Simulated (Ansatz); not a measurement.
Input (CCSDT(Q)/cc-pV(T+d)Z; Ansatz, a program for electronic structure): A basis named .json is the Basis Set Exchange file of that set.

Ansatz 0.2 input:
```yaml
crystal:
  periodic: [false, false, false]
  atoms:
    - {symbol: O, position_ang: [1.16286152, -0.20239142, -0.09139627]}
    - {symbol: Si, position_ang: [-0.46776482, 0.06932882, 0.03513133]}
    - {symbol: H, position_ang: [-1.07060418, -0.61167173, 1.20401702]}
    - {symbol: H, position_ang: [-1.20301448, -0.28673947, -1.20022050]}
    - {symbol: H, position_ang: [-0.48056609, 1.54693909, 0.23553510]}
basis:
  gaussian:
    orbitals: cc-pV_T+d_Z.json
magnetization: {spin_polarized: true, initial_magnetization: 1}
correlation: {method: ccsdt_q, electrons: outside_noble_gas}
```

Output:

```
Functional definition: HF
integrals: 0.38 GiB planned
1426 factors; integrals over basis functions are off by at most 2.4e-7 eV
mean field: 0.41 GiB planned
mean field evaluation 1: about -9941.1394 eV, gradient 2.8e1 eV
mean field evaluation 2: about -9941.1422 eV, gradient 2.8e1 eV
mean field evaluation 4: about -9946.7842 eV, gradient 6.4e0 eV
mean field evaluation 8: about -9947.5869 eV, gradient 1.8e-1 eV
mean field evaluation 16: about -9946.7780 eV, gradient 6.4e0 eV
mean field evaluation 32: about -9947.5879 eV, gradient 5.6e-5 eV
mean field evaluation 64: about -9947.4620 eV, gradient 2.1e-6 eV
mean field evaluation 96: about -9947.4618 eV, gradient 1.5e-1 eV
mean field evaluation 128: about -9945.4556 eV, gradient 3.6e-1 eV
mean field evaluation 160: about -9947.4620 eV, gradient 8.4e-3 eV
mean field evaluation 192: about -9947.5873 eV, gradient 8.3e-2 eV
mean field evaluation 224: about -9947.5879 eV, gradient 1.0e-2 eV
mean field -9947.58791931 eV, -365.5671133175 hartree, gradient 6.6e-6 eV, S^2 0.757620; 7 other end points of the search recorded, 0 dependent functions left out
determinant -9947.58791931 eV, -365.5671133175 hartree, with singles and doubles -9957.21977986 eV, -365.9210776640 hartree
determinant -9947.46195338 eV, -365.5624841547 hartree, with singles and doubles -9957.06748380 eV, -365.9154808870 hartree
determinant -9945.45668800 eV, -365.4887920114 hartree, with singles and doubles -9955.14215604 eV, -365.8447263968 hartree
determinant -9947.58791931 eV, -365.5671133175 hartree, with singles and doubles -9957.11108215 eV, -365.9170830966 hartree
determinant -9947.46195338 eV, -365.5624841547 hartree, with singles and doubles -9956.95707147 eV, -365.9114233086 hartree
6 core orbitals not correlated
reference -9947.58791931 eV, -365.5671133175 hartree; 7, 6 occupied and 98, 99 virtual orbitals, 1426 factors
second order -8.57930907 eV of doubles, -0.00000000 eV of singles
coupled cluster: 6.27 GiB planned
cycle   1  -9.18252685 eV  change   -6.0e-1 eV  update   7.9e-2
cycle   2  -9.61825681 eV  change   -4.4e-1 eV  update   3.4e-2
cycle   3  -9.83153057 eV  change   -2.1e-1 eV  update   2.3e-2
cycle   4  -9.80633305 eV  change    2.5e-2 eV  update   1.1e-2
cycle   5  -9.81150705 eV  change   -5.2e-3 eV  update   8.2e-3
cycle   6  -9.82771112 eV  change   -1.6e-2 eV  update   4.1e-3
cycle   7  -9.82967365 eV  change   -2.0e-3 eV  update   2.2e-3
cycle   8  -9.82783246 eV  change    1.8e-3 eV  update   8.8e-4
cycle   9  -9.82780263 eV  change    3.0e-5 eV  update   5.2e-4
cycle  10  -9.82791924 eV  change   -1.2e-4 eV  update   3.2e-4
cycle  11  -9.82789331 eV  change    2.6e-5 eV  update   2.3e-4
cycle  12  -9.82804068 eV  change   -1.5e-4 eV  update   1.6e-4
cycle  13  -9.82801103 eV  change    3.0e-5 eV  update   1.1e-4
cycle  14  -9.82807257 eV  change   -6.2e-5 eV  update   7.9e-5
cycle  15  -9.82813062 eV  change   -5.8e-5 eV  update   5.0e-5
cycle  16  -9.82813173 eV  change   -1.1e-6 eV  update   2.9e-5
cycle  17  -9.82812618 eV  change    5.5e-6 eV  update   1.5e-5
cycle  18  -9.82812091 eV  change    5.3e-6 eV  update   9.0e-6
cycle  19  -9.82812210 eV  change   -1.2e-6 eV  update   4.0e-6
cycle  20  -9.82812655 eV  change   -4.4e-6 eV  update   1.9e-6
cycle  21  -9.82812827 eV  change   -1.7e-6 eV  update   9.9e-7
cycle  22  -9.82812842 eV  change   -1.5e-7 eV  update   5.6e-7
perturbative correction -0.01141456 eV, -0.0004194775 hartree
Total energy: -9957.42746230 eV, -365.9287098527 hartree
```
